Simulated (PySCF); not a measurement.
Ge(All)(H)3 (C₃H₈Ge), SMILES C([CH2][GeH3])=C. Geometry optimised at B3LYP-D3(BJ)/def2-SVP. The values are those of a single conformer.

Level of theory: B3LYP-D3(BJ)/def2-SVP (PySCF).

Harmonic wavenumbers (cm⁻¹): 84, 119, 211, 398, 489, 516, 552, 730, 819, 831, 887, 890, 926, 946, 1023, 1058, 1168, 1209, 1313, 1415, 1446, 1711, 2115, 2124, 2133, 3043, 3103, 3127, 3135, 3228. Rotational constants (GHz): 14.50, 1.945, 1.872; symmetry number 1.

### Question
Work out the zero-point energy and the ideal-gas rigid-rotor harmonic-oscillator thermochemistry at 298.15 K and 1 atm.

### Answer
ZPE = ½ Σ hcν = ½ × 40747 cm⁻¹ = 243.72 kJ/mol. H − E(el) = 262.91 kJ/mol. Entropy in J/(mol K): translation 168.11, rotation 109.67, vibration 55.51, total 333.29. G − E(el) = 163.54 kJ/mol. Cp = 101.19 J/(mol K). Modes under 150 cm⁻¹ make the vibrational entropy uncertain.
